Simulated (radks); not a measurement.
Problem. Numerical settings for the dysprosium ion Dy3+, [Xe] 4f9. Calculated with a radial shooting solver on a logarithmic mesh with Libxc functionals: Dirac Kohn-Sham, PBEsol, spin-unpolarised, spherical densities, finite nucleus; open shells fill j = l - 1/2 first; Fermi nuclear charge, rms radius 5.2218 fm. The defaults (mesh step 0.008 in ln r, mesh end at 40 bohr or more with all orbitals vanishing there, Anderson mixing 0.5 over 9 steps, residual threshold near 1e-9 with the energy settled to 1e-9 hartree or 1e-11 of itself, here a cap of 75 iterations) give E = -12161.6001 hartree and 4f7/2 at -34.133 eV in 15 iterations. Run on one thread of a shared host, so times are rough (Arm Neoverse V1): 0.16 s of CPU time, 0.16 s wall, 15 iterations on 2213 mesh points. One setting is changed at a time: mesh step in ln r 0.05; mesh step in ln r 0.12; mesh step in ln r 0.012; mesh end (bohr) 2; mesh end (bohr) 20; residual threshold 1e-13; residual threshold 1e-16; mixing 1; linear mixing, mixing 0.5; linear mixing, mixing 1; mixing history 20; iteration cap 5. Which runs fail to converge, and which converge to a wrong energy?

Solution. Not converged within the cap: mesh step in ln r 0.12; residual threshold 1e-16; linear mixing, mixing 1; iteration cap 5. Settings that end as converged yet miss the energy by more than 1 mhartree: mesh end (bohr) 2 (+6.35 hartree).
